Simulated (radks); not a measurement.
The numbers below are computed, except where a source is named.
Task: Valence configurations of Cu II (all share [Ar]). Code: a radial shooting solver on a logarithmic mesh with Libxc functionals. Model: non-relativistic Kohn-Sham, r2SCAN, spin-unpolarised, spherical densities, point nucleus; meta-GGA in the generalised Kohn-Sham scheme. Order these by energy: 3d8.5 4s1 4p0.5; 3d7 4p3; 3d10; 3d9 4s1; 3d9 4p1; 3d9.5 4p0.5; 3d6.5 4p3.5; 3d8 4s1 4p1; 3d8 4p2; 3d8 4s2.

Result: From the lowest, in eV above it: 3d10 0.000; 3d9 4s1 4.431; 3d9.5 4p0.5 4.480; 3d9 4p1 10.228; 3d8.5 4s1 4p0.5 11.191; 3d8 4s2 12.733; 3d8 4s1 4p1 19.457; 3d8 4p2 26.096; 3d7 4p3 48.482; 3d6.5 4p3.5 62.353. NIST lists [Ar] 3d10 as the ground configuration; this level of theory agrees among the configurations tried. The energies are those of spherical spin-averaged densities, not of single terms.
